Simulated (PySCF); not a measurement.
Identify the unknown among the candidates.

All candidates are C2H10OSi2.

| technique | computed result |
| --- | --- |
| NMR, other nuclei | isotropic shieldings of nuclei other than C and H, by class: 329 (1 O), 363 (1 Si), 392 (1 Si) ppm [GIAO PBE0/pcSseg-1] |
| Polarisability | 80.8 au [CAM-B3LYP/def2-SVPD] |
| UV, first state | lowest singlet excitation: 7.23 eV (171 nm, f = 0.002) [TDDFT CAM-B3LYP/def2-SVPD] |
| Dipole | 1.09 D [CAM-B3LYP/def2-SVPD] |
| XPS | Si2p3/2 107.1, Si2p3/2 107.5, C1s 290.3, C1s 290.7, O1s 537.7, Si1s 1847.0, Si1s 1847.4 eV [ΔSCF SCAN, pcX-2 on the ionised atom, pcseg-1 elsewhere, spin-free X2C, 2p3/2 from a spin–orbit splitting computed afterwards within the 2p shell] |
| 1H NMR | chemical shifts (computed TMS as zero) by class: 5.03 (3 H), 4.96 (2 H), 1.19 (3 H), 0.62 (2 H) ppm [GIAO PBE0/pcSseg-1] |
| 13C NMR | chemical shifts (computed TMS as zero) by class: 10.3 (1 C), 9.3 (1 C) ppm [GIAO PBE0/pcSseg-1] |
| Triplet | lowest triplet excitation (Tamm–Dancoff): 6.93 eV [TDA CAM-B3LYP/def2-SVPD] |
| Valence photoelectron | vertical ionisation energy: 10.28 eV [ΔSCF CAM-B3LYP/def2-SVPD] |
| Rotational structure | rotational constants A, B, C: 4.628, 1.687, 1.368 GHz [PBE0-D3(BJ)/def2-SVP] |

The electronic properties come from PySCF, for the isolated species, density fitting. Levels stand in brackets. One conformer (not necessarily the lowest) at the PBE0-D3(BJ)/def2-SVP geometry, without solvent, vibrations or thermal averaging. Each NMR value is the plain mean over a class of atoms that symmetry, rotation or inversion makes alike.

**Question.** Which candidate is it?
A. `OCC([SiH3])[SiH3]`
B. `C[SiH2]O[SiH2]C`
C. `CC[SiH2]O[SiH3]`

**Answer.** C. It is `CC[SiH2]O[SiH3]`. Numbering: `[CH3:1][CH2:2][SiH2:3][O:4][SiH3:5]`. Its formula, C2H10OSi2, gives 0 degrees of unsaturation, so no ring and no π bond. 2 carbons fall into 2 classes; from least to most shielded: sp3 carbon bound to silicon [C2] (10.3 ppm), methyl carbon [C1] (9.3 ppm). Hydrogen classes from least to most shielded: 3 H on an oxygen-bound silicon, Si5 (5.03 ppm), 2 H on an oxygen-bound silicon, Si3 (4.96 ppm), 3 H on a methyl carbon, C1 (1.19 ppm), 2 H on an sp3 carbon bound to silicon, C2 (0.62 ppm, a mean of values up to 0.8 ppm apart in this geometry). The other shieldings belong to: 329 ppm, siloxane oxygen [O4]; 363 ppm, oxygen-bound silicon [Si3]; 392 ppm, oxygen-bound silicon [Si5]. The core levels belong to: Si2p3/2 107.1 eV, oxygen-bound silicon [Si3]; Si2p3/2 107.5 eV, oxygen-bound silicon [Si5]; C1s 290.3 eV, sp3 carbon bound to silicon [C2]; C1s 290.7 eV, methyl carbon [C1]; O1s 537.7 eV, siloxane oxygen [O4]; Si1s 1847.0 eV, oxygen-bound silicon [Si3]; Si1s 1847.4 eV, oxygen-bound silicon [Si5]. The first electron is taken from the HOMO, whose largest Löwdin shares are 0.26 on the sp3 carbon bound to silicon, 0.20 on the siloxane oxygen, 0.16 on an oxygen-bound silicon and 0.08 on the methyl carbon. The optimised geometry has point group C1 and is an asymmetric top.

The others, at the same levels:
- `C[SiH2]O[SiH2]C` fails: it has 1 carbon class against 2; its computed 13C shifts are 0.9 (2 C) ppm, core binding energies are Si2p3/2 107.2 (×2), C1s 290.3 (×2), O1s 537.5, Si1s 1847.1 (×2) eV and 1H shifts are 5.05 (4 H), 0.30 (6 H) ppm.
- `OCC([SiH3])[SiH3]` fails: its computed core binding energies are Si2p3/2 106.6 (×2), C1s 290.0, C1s 292.4, O1s 538.8, Si1s 1846.3 (×2) eV, lowest singlet excitation is 7.06 eV (176 nm, f = 0.013) (against 7.23 eV) and vertical ionisation energy is 10.47 eV (against 10.28 eV).

Each candidate is one conformer, not necessarily the lowest. The conformers computed, where there is a choice (atom-mapped SMILES and torsion angles):
- `[CH3:1][CH2:2][SiH2:3][O:4][SiH3:5]`: C1–C2–Si3–O4 59°, C2–Si3–O4–Si5 48°
- `[CH3:1][SiH2:2][O:3][SiH2:4][CH3:5]`: C1–Si2–O3–Si4 -27°, Si2–O3–Si4–C5 52°
- `[OH:1][CH2:2][CH:3]([SiH3:4])[SiH3:5]`: O1–C2–C3–Si4 43°, H–O1–C2–C3 63°
